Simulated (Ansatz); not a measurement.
A nudged elastic band was laid between two geometries of C5H13B (19 atoms, charge 0, multiplicity 1).

All numbers below come from UKS PBE/STO-3G (Ansatz).

| Item | Value |
| --- | --- |
| movable images | 5 |
| climbing image | yes |
| spring | 5.0 eV/Å² |
| optimiser | quadratic models (default) |
| start path | through a guess of the saddle point |
| force threshold | 0.03 eV/Å |
| iteration limit | 54 |
| end points | relaxed |

Initial state:

```xyz
19
Properties=species:S:1:pos:R:3
C -1.966 -1.590 -1.246
C -0.778 -1.129 -0.352
C -0.497 0.416 -0.489
B 0.741 0.810 0.428
C 0.513 1.254 1.930
C 2.209 0.706 -0.152
H -2.894 -1.056 -0.968
H -2.142 -2.677 -1.129
H -1.755 -1.384 -2.312
H 0.131 -1.700 -0.633
H -1.005 -1.374 0.707
H -0.298 0.624 -1.560
H -1.422 0.955 -0.206
H 0.492 0.333 2.554
H -0.451 1.767 2.099
H 1.329 1.881 2.332
H 2.463 1.691 -0.601
H 2.312 -0.040 -0.962
H 2.977 0.509 0.619
```

Final state:

```xyz
19
Properties=species:S:1:pos:R:3
C -1.931 -1.707 -1.145
C -0.734 -1.173 -0.305
C -0.489 0.367 -0.531
B 0.723 0.849 0.378
C 0.461 1.250 1.886
C 2.194 0.882 -0.206
H -2.865 -1.180 -0.872
H -2.078 -2.789 -0.968
H -1.749 -1.552 -2.225
H 0.181 -1.740 -0.576
H -0.931 -1.364 0.771
H -0.302 0.527 -1.611
H -1.428 0.895 -0.269
H -0.457 0.808 2.312
H 0.327 2.353 1.921
H 1.313 1.024 2.553
H 2.885 1.531 0.362
H 2.232 1.164 -1.275
H 2.605 -0.149 -0.144
```

**Question.** What changes between the two ends?

**Answer.** No bond is made or broken.

**Question.** Give the energies along the band, and the barrier.

**Answer.** It converged. The highest image is number 0 of 0 to 6, 0.000 eV above the ends, which have the same energy within 2 meV. The highest image is an end point: on this band no image between the ends rises above it. Limits of this set-up: minimal basis.

| image | path coordinate (Å) | energy (eV) |
| --- | --- | --- |
| 0 | 0.00 | 0.000 |
| 1 | 0.56 | -0.001 |
| 2 | 1.11 | -0.002 |
| 3 | 1.67 | -0.002 |
| 4 | 2.22 | -0.001 |
| 5 | 2.78 | 0.000 |
| 6 | 3.30 | 0.000 |

The run took 11 min on 1 thread of Arm Neoverse V1, with other jobs on the host, peak memory 0.14 GiB.
